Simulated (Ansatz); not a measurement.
`BC(O)CF`, relaxed with RKS PBE0-D4/def2-TZVP in Ansatz from a PBE-D4/def2-SVP geometry. The force threshold is 0.005 eV/Å; the program also tests the step.

The species carries charge 0 and has multiplicity 1.

Start:

```xyz
11

B     0.009    1.283   -0.539
C    -0.428   -0.160   -0.115
O     0.632   -0.186   -1.191
C     0.117   -0.831    1.128
F    -0.655   -0.437    2.208
H    -0.631    1.864   -1.396
H     0.885    1.840    0.091
H    -1.371   -0.605   -0.484
H     0.180   -0.313   -2.047
H     0.088   -1.943    1.061
H     1.172   -0.512    1.284
```

Task: How much energy does the relaxation release, and in how many steps? (Estimate.)

Result: Ansatz gave: 0.05 eV, in 9 steps, 1 of them rejected.

Task: Which bonds change most? (Best estimate.)

Result: The calculation gave: B1–O3 from 1.723 to 1.700 Å; B1–H6 from 1.217 to 1.197 Å; B1–H7 from 1.214 to 1.194 Å; C4–H11 from 1.113 to 1.093 Å.

Task: Give the relaxed structure. (An estimate is asked.)

Result: The calculation gave: 
```xyz
11

B     0.028    1.281   -0.550
C    -0.432   -0.128   -0.096
O     0.599   -0.191   -1.177
C     0.124   -0.822    1.115
F    -0.705   -0.544    2.182
H    -0.609    1.853   -1.387
H     0.919    1.821    0.035
H    -1.375   -0.551   -0.436
H     0.161   -0.361   -2.018
H     0.161   -1.910    0.993
H     1.127   -0.447    1.339
```
